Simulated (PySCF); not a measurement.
**Telling isomers of C$_{6}$H$_{7}$F$_{3}$ apart by NMR**

PySCF calculation with J: B3LYP/pcJ-1 (spin–dipole term left out of most H,H and C,H couplings), PBE0-D3(BJ)/def2-SVP geometry and NMR shieldings at PBE0/pcSseg-1/GIAO; single conformer, no solvent model, equivalent nuclei averaged, non-relativistic Hamiltonian.

Scale: 1H (σref 31.27) and 13C (σref 184.41) against TMS (reference shieldings calculated alike). Multiplet labels drop J under 1 Hz and among equivalent protons, and merge close values. Unscaled 3J(H,H) run several per cent high. One-bond C–F couplings are unscaled and too large by tens of Hz. Shifts are as computed. Against solution values, carbons near 30 ppm lie about +2 ppm off and those near 130 ppm about +5 ppm. Of 1309 compounds with measured shifts, 239 miss one by over three times the rms of a fit or turn the order of signals round; such compounds aren't used in these exercises.

(1) Tabulate the signals of `C=CC(=C)CC(F)(F)F`, `C=C/C=C\CC(F)(F)F` and their relative energies.

(2) What is the quickest way to tell C=CC(=C)CC(F)(F)F from C=C/C=C\CC(F)(F)F?

Answers

(1) 
```json
{"SMILES": "C=CC(=C)CC(F)(F)F", "carbon types": "2×C 1×CH 3×CH2", "δC": "146.0, 144.4, 133.1, 130.4, 124.1, 38.1", "δH": "6.57 (m, 1H), 5.66 (t, 1H), 5.63 (dqd, 1H), 5.59 (m, 1H), 5.58 (m, 1H), 2.66 (qd, 2H)", "E rel. (kcal/mol)": "0.9"}
{"SMILES": "C=C/C=C\\CC(F)(F)F", "carbon types": "1×C 3×CH 2×CH2", "δC": "143.5, 138.3, 130.4, 128.9, 127.6, 35.8", "δH": "6.79 (m, 1H), 6.39 (m, 1H), 5.62 (m, 1H), 5.61 (m, 1H), 5.59 (dq, 1H), 2.76 (m, 2H)", "E rel. (kcal/mol)": "0.0"}
```

Energies are electronic energies at PBE0/pcSseg-1 on these geometries, without zero-point or thermal terms, each for the one conformer computed, which needn't be the lowest.

(2) Both give the same number of carbon signals, but DEPT or the intensities differ. The first has a fully substituted alkene carbon (C) at 144.4 ppm, the second an alkene CH at 127.6 ppm. Their most deshielded carbons lie at 146.0 and 143.5 ppm.
